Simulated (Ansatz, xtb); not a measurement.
**Relative energy of two isomers of CH4ISi**

Structure X: `[CH2][SiH2]I`, a doublet. Structure Y: `C[SiH]I`, a doublet. Both are isolated molecules in the gas phase, relaxed with r2SCAN-D4/def2-SVP; the shapes shown needn't be the lowest conformers.

X (Å):

```xyz
7

C     0.8219   -1.0218    0.3647
I    -1.0890    1.9029    0.8506
Si   -0.2606   -0.2930    1.6578
H     0.4221   -1.6187   -0.4628
H     1.8898   -0.7856    0.2965
H    -1.4637   -1.1320    1.9138
H     0.4822   -0.0278    2.9205
```

Y (Å):

```xyz
7

C     0.1850   -0.9441    0.3561
I    -1.3181    1.6636    2.3046
Si   -0.0235   -0.4276    2.1517
H     0.7335   -0.1702   -0.2067
H     0.7599   -1.8834    0.3047
H    -0.7890   -1.1033   -0.1302
H     1.3044   -0.1828    2.8028
```

Energies in hartree; the thermal terms are from r2SCAN-D4/def2-SVP harmonic frequencies (ideal gas, rigid rotor, one conformer each, 298.15 K, 1 atm) and include the zero-point energy:

```
                              X           Y
E, CCSD(T)/def2-SVP  −626.043923  −626.066128
    E, MP2/def2-SVP  −625.992530  −626.018012
  E, MP2/def2-TZVPP  −626.583236  −626.607399
  zero-point energy     0.040762     0.044979
       H(298 K) − E     0.047064     0.051021
       G(298 K) − E     0.010003     0.014420
```

Task: Correct the CCSD(T) difference for the basis set by the MP2 change, then work out ΔE, ΔE₀, ΔH and ΔG for X → Y in kcal/mol (1 Eh = 627.51 kcal/mol) and the equilibrium ratio [Y]/[X].

Result: 1. Differences Y − X: CCSD(T) −0.022205, MP2 in the small set −0.025482, MP2 in the large set −0.024163 Eh.
2. ΔE = −0.022205 + (−0.024163 − (−0.025482)) = −0.020886 Eh = −13.11 kcal/mol.
3. ΔE₀ = ΔE + ΔZPE = −0.020886 + (+0.004217) Eh = −10.46 kcal/mol.
4. ΔH = ΔE + (+0.003957) Eh = −10.62 kcal/mol.
5. ΔG = ΔE + (+0.004417) Eh = −10.33 kcal/mol, so ΔS = (ΔH − ΔG)/T = −4.1 J/(mol K).
6. kT = 0.9442 mEh, so K = [Y]/[X] = exp(−ΔG/kT) = exp(+17.44) ≈ 3.8 × 10^7.

Structure Y is favoured at this temperature. An error of 1 kcal/mol in ΔG would change K by a factor of 5.4. Mirror images and further conformers aren't counted.

As drawn, Y has 1 C–H in place of 1 Si–H.

Other levels gave ΔE = −15.3 (GFN2-xTB); −8.8 (HF/STO-3G, GFN2-xTB geometries); −14.3 (r2SCAN-D4/def2-SVP//GFN2-xTB); −13.9 (r2SCAN-D4/def2-SVP); −6.7 (HF/def2-SVP); −16.0 (MP2/def2-SVP); −13.9 (CCSD(T)/def2-SVP) kcal/mol. Open shells are spin-unrestricted. The correlated steps freeze 10 core orbitals; the filled d shell of I is correlated, in a basis made for valence electrons. Atoms past krypton carry core potentials in the def2 sets, without spin–orbit terms. Programs: Ansatz 0.2.0, xtb 6.7.1.
